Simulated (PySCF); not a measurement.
# Computed vibrations of [La(NH3)]3+

[La(NH3)]3+ (singlet). PySCF 2.14.0, RKS PBE0, La lcecp-1-SVP with ECP46, N def2-SVP, H def2-SVP; non-relativistic Hamiltonian with scalar-relativistic core potentials where named; density fitting; no spin-orbit coupling. Central differences of gradients.

```xyz
5

La    0.0000    0.0000   -0.2794
N     0.0000    0.0000    2.1984
H     0.9394    0.0000    2.6546
H    -0.4697    0.8135    2.6546
H    -0.4697   -0.8135    2.6546
```

Run from Python with OMP_NUM_THREADS=2. Where DIIS fails, smearing, a level shift and second-order steps follow.
It took 20 s on 2 threads of Arm Neoverse V1, with other jobs on the host.

Problem. What are the harmonic wavenumbers and infrared intensities?

Solution. Modes are labelled in C3v; negative numbers are unstable modes, those under 60 cm⁻¹ near the noise; a finer grid moves soft modes by up to 10 cm⁻¹.
| cm⁻¹ | km/mol | symmetry |
| --- | --- | --- |
| 377 | 13.7 | a1 |
| 688 | 68.4 | e |
| 688 | 68.4 | e |
| 1428 | 112.3 | a1 |
| 1577 | 69.8 | e |
| 1577 | 69.8 | e |
| 3269 | 378.2 | a1 |
| 3332 | 232.1 | e |
| 3332 | 232.1 | e |

Problem. Is this a minimum?

Solution. Yes. Ideal gas at 298.15 K and 1 bar: S = 260.9 J/(mol K), Cp = 47.6 J/(mol K), H − H(0 K) = 11.4 kJ/mol (rigid rotor, harmonic modes, spin degeneracy alone).
